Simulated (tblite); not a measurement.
Species: C4H8SeSi.
Bonds: C1–C2 (double), C2–C3, C3–C4 (double), C3–Se5, Se5–Si6. Hydrogens: H7, H8 on C1; H9 on C2; H10, H11 on C4; H12, H13, H14 on Si6.

Computed with GFN2-xTB (tblite), gas phase: L-BFGS steps from a force-field or distance-geometry start until the largest atomic force falls under 0.01 eV/Å.

The end geometry, which sets the zero of energy:
```
atom  x, y, z in Å
C1      1.7059   -0.0759   -1.3649
C2      1.3633   -0.5722   -0.1841
C3      0.4601    0.0498    0.7675
C4      0.2789   -0.4148    2.0013
Se5    -0.5135    1.6469    0.2276
Si6    -2.0727    0.5979   -1.0535
H7      1.3181    0.8686   -1.7135
H8      2.3930   -0.5853   -2.0177
H9      1.7789   -1.5146    0.1527
H10    -0.3864    0.0647    2.6990
H11     0.8050   -1.2882    2.3540
H12    -2.8650   -0.2824   -0.1980
H13    -2.8627    1.6883   -1.6070
H14    -1.4036   -0.1834   -2.0905
```

**Question.** These geometries come from the run, each turned onto the end geometry. Order them by energy, lowest first.
A.
```
atom  x, y, z in Å
C1      1.8219   -0.0888   -1.3756
C2      1.4484   -0.5474   -0.1892
C3      0.4789    0.0883    0.6832
C4      0.1283   -0.4242    1.8611
Se5    -0.4032    1.7582    0.1603
Si6    -2.0749    0.6228   -0.9101
H7      1.4060    0.8130   -1.7886
H8      2.5596   -0.6176   -1.9586
H9      1.9063   -1.4661    0.1719
H10    -0.5945    0.0517    2.5004
H11     0.5732   -1.3427    2.1970
H12    -2.7612   -0.2330    0.0611
H13    -3.0114    1.5859   -1.4757
H14    -1.4781   -0.2006   -1.9643
```
B.
```
atom  x, y, z in Å
C1      1.8228   -0.0900   -1.3832
C2      1.4514   -0.5347   -0.1928
C3      0.4804    0.0823    0.6895
C4      0.1342   -0.4318    1.8633
Se5    -0.4089    1.7298    0.1289
Si6    -2.0850    0.6159   -0.9168
H7      1.4120    0.8166   -1.7949
H8      2.5568   -0.6065   -1.9726
H9      1.8794   -1.4477    0.1958
H10    -0.5872    0.0472    2.5037
H11     0.5705   -1.3514    2.2168
H12    -2.7517   -0.2302    0.0620
H13    -2.9977    1.5983   -1.4691
H14    -1.4776   -0.1987   -1.9575
```
C.
```
atom  x, y, z in Å
C1      1.7977   -0.0811   -1.3646
C2      1.4303   -0.5542   -0.1814
C3      0.4757    0.0594    0.7239
C4      0.2166   -0.4275    1.9349
Se5    -0.4686    1.6645    0.1498
Si6    -2.1190    0.6022   -0.9995
H7      1.4030    0.8455   -1.7515
H8      2.5167   -0.5929   -1.9807
H9      1.8565   -1.4792    0.1894
H10    -0.4834    0.0453    2.6019
H11     0.7084   -1.3153    2.3003
H12    -2.8630   -0.2418   -0.0673
H13    -2.9379    1.6877   -1.5203
H14    -1.5337   -0.2133   -2.0619
```
D.
```
atom  x, y, z in Å
C1      1.8267   -0.0930   -1.3738
C2      1.4493   -0.5544   -0.1903
C3      0.4637    0.1065    0.6854
C4      0.1298   -0.4173    1.8497
Se5    -0.3982    1.7624    0.1720
Si6    -2.0684    0.6267   -0.9060
H7      1.4004    0.8200   -1.7902
H8      2.5601   -0.6213   -1.9542
H9      1.9202   -1.4804    0.1665
H10    -0.6011    0.0562    2.5028
H11     0.5785   -1.3508    2.1968
H12    -2.7665   -0.2367    0.0637
H13    -3.0183    1.5859   -1.4793
H14    -1.4768   -0.2043   -1.9703
```
E.
```
atom  x, y, z in Å
C1      1.8219   -0.0832   -1.3791
C2      1.4468   -0.5382   -0.1922
C3      0.4735    0.0790    0.6890
C4      0.1377   -0.4316    1.8694
Se5    -0.4117    1.7210    0.1124
Si6    -2.0942    0.6013   -0.9323
H7      1.4175    0.8251   -1.7940
H8      2.5489   -0.5961   -1.9803
H9      1.8812   -1.4465    0.2048
H10    -0.5831    0.0402    2.5161
H11     0.5808   -1.3457    2.2320
H12    -2.7537   -0.2387    0.0641
H13    -2.9703    1.6366   -1.4587
H14    -1.4960   -0.2236   -1.9784
```

**Answer.** C (0.003 eV), E (0.010 eV), B (0.018 eV), A (0.040 eV), D (0.083 eV).

In the order of the answer:

| step | E above end (eV) | largest force (eV/Å) | rms force component (eV/Å) | rms distance from end (Å) | rms bond change (Å) | bond most changed (Å) |
| --- | --- | --- | --- | --- | --- | --- |
| 62 | 0.003 | 0.03 | 0.009 | 0.105 | 0.001 | C3–Se5 +0.002 |
| 13 | 0.010 | 0.09 | 0.033 | 0.180 | 0.002 | C3–Se5 +0.006 |
| 5 | 0.018 | 0.19 | 0.062 | 0.187 | 0.004 | C3–Se5 +0.007 |
| 2 | 0.040 | 0.34 | 0.105 | 0.190 | 0.006 | C3–Se5 +0.013 |
| 0 | 0.083 | 1.02 | 0.293 | 0.192 | 0.013 | C2–C3 +0.023 |

What follows is the cost of the whole relaxation. Time: 0.38 s wall. Hardware: Arm Neoverse V2, one thread, shared host with 96 logical CPUs at a one-minute load of 54.
